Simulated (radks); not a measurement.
All-electron atom: the lead ion Pb2+ in [Xe] 4f14 5d(3/2: 4, 5/2: 6) 6s2. Method: Dirac Kohn-Sham, PBE, spin-unpolarised, spherical densities, finite nucleus; Fermi nuclear charge, rms radius 5.5012 fm; computed with a radial shooting solver on a logarithmic mesh with Libxc functionals. Some entries of the table are withheld. Estimate them.

orbital  occ.  eigenvalue (eV)  <1/r> (bohr^-1)
1s1/2       2        -87934.27            101.2
2s1/2       2        -15729.36            25.04
2p1/2       2        -15112.84            25.01
2p3/2       4        -12923.56            19.97
3s1/2       2        -3788.214            9.185
3p1/2       2        -3508.393            9.099
3p3/2       4        -3019.943            7.780
3d3/2       4        -2557.449            7.680
3d5/2       6        -2453.491            7.387
4s1/2       2        -870.5637            3.901
4p1/2       2              (1)            3.792
4p3/2       4              (2)            3.336
4d3/2       4        -431.1993            3.139
4d5/2       6        -408.8808            3.036
5s1/2       2        -160.4131            1.619
4f5/2       6        -152.0976            2.696
4f7/2       8        -147.0662            2.656
5p1/2       2        -118.9647              (3)
5p3/2       4         -96.6353              (4)
5d3/2       4         -39.4119            1.038
5d5/2       6         -36.7986           0.9987
6s1/2       2         -27.4189           0.5894

Answer. 
(1) 4p1/2 eigenvalue (eV): -749.1485
(2) 4p3/2 eigenvalue (eV): -629.5894
(3) 5p1/2 <1/r> (bohr^-1): 1.496
(4) 5p3/2 <1/r> (bohr^-1): 1.328
